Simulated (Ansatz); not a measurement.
`CB1C[SiH2]1` and `[CH3][Al]1[CH2][SiH2]1` differ in one element.

Ansatz, PBE0-D4/def2-TZVP geometries, multiplicity 1. 

```
                                                                                  property  `CB1C[SiH2]1`
                                            size of the dipole moment (PBE/def2-TZVPP) / D           0.49
                                                         LUMO energy (PBE/def2-TZVPP) / eV          -2.16
                                                         HOMO energy (PBE/def2-TZVPP) / eV          -5.51
ideal-gas entropy at 298 K and 1 bar (rigid rotor, harmonic PBE0-D4/def2-TZVP) / J/(mol·K)            323
                                                        LUMO energy (PBE0/def2-TZVPP) / eV          -1.23
                                                       HOMO energy (B3LYP/def2-TZVPP) / eV          -6.35
```

Problem. Give the same properties after the change, and the shifts. (Estimate.)

Solution. The calculation gave: 
```json
{"property": "size of the dipole moment (PBE/def2-TZVPP) / D", "`[CH3][Al]1[CH2][SiH2]1`": "2.07", "shift": "1.58"}
{"property": "LUMO energy (PBE/def2-TZVPP) / eV", "`[CH3][Al]1[CH2][SiH2]1`": "-2.22", "shift": "-0.06"}
{"property": "HOMO energy (PBE/def2-TZVPP) / eV", "`[CH3][Al]1[CH2][SiH2]1`": "-4.85", "shift": "0.66"}
{"property": "ideal-gas entropy at 298 K and 1 bar (rigid rotor, harmonic PBE0-D4/def2-TZVP) / J/(mol·K)", "`[CH3][Al]1[CH2][SiH2]1`": "355", "shift": "32"}
{"property": "LUMO energy (PBE0/def2-TZVPP) / eV", "`[CH3][Al]1[CH2][SiH2]1`": "-1.44", "shift": "-0.21"}
{"property": "HOMO energy (B3LYP/def2-TZVPP) / eV", "`[CH3][Al]1[CH2][SiH2]1`": "-5.64", "shift": "0.71"}
```

With PBE0 the HOMO rises by 0.71 eV and the LUMO falls by 0.21 eV, so the gap narrows by about 0.92 eV. PBE moves the HOMO by 0.66 eV and ωB97M-V by 0.82 eV. Dipoles are sizes alone; their direction can turn. Modes under 60 cm⁻¹, often nearly free rotors, make the harmonic entropy too high.

B3LYP here is the variant with VWN-RPA as its local correlation; programs differ in this.
